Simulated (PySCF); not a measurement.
5-methylidene-2H-1,3-oxazole (C₄H₅NO), SMILES C=C1C=NCO1.

The structure is a stationary point at ωB97X-D3(BJ)/def2-SVP. Other conformers were not sampled.

Two levels are set side by side: TDA-PBE/def2-SVPD (PySCF) and TDA-B3LYP/def2-SVPD (PySCF). Vertical, same geometry. The lowest singlet is HOMO→LUMO 84 % with PBE and HOMO→LUMO 88 % with the other functional; states are paired by order. Differences are taken from unrounded values.

```json
[
 {"quantity": "lowest singlet excitation (eV)", "TDA-B3LYP": "4.92", "TDA-PBE": "4.39", "TDA-PBE minus TDA-B3LYP": "-0.53"},
 {"quantity": "lowest triplet excitation (TDA) (eV)", "TDA-B3LYP": "3.04", "TDA-PBE": "2.86", "TDA-PBE minus TDA-B3LYP": "-0.18"},
 {"quantity": "first bright state (f over 0.05) (eV)", "TDA-B3LYP": "4.92", "TDA-PBE": "4.39", "TDA-PBE minus TDA-B3LYP": "-0.53"},
 {"quantity": "its oscillator strength", "TDA-B3LYP": "0.27", "TDA-PBE": "0.18", "TDA-PBE minus TDA-B3LYP": "-0.09"}
]
```

Functionals without exact exchange tend to place singlet excitations lower, as here. Differences between two approximate levels are no errors against the true value.

Rough cost on one machine, each run with all the roots and properties that it gave: TDA-B3LYP against TDA-PBE about 2 times.
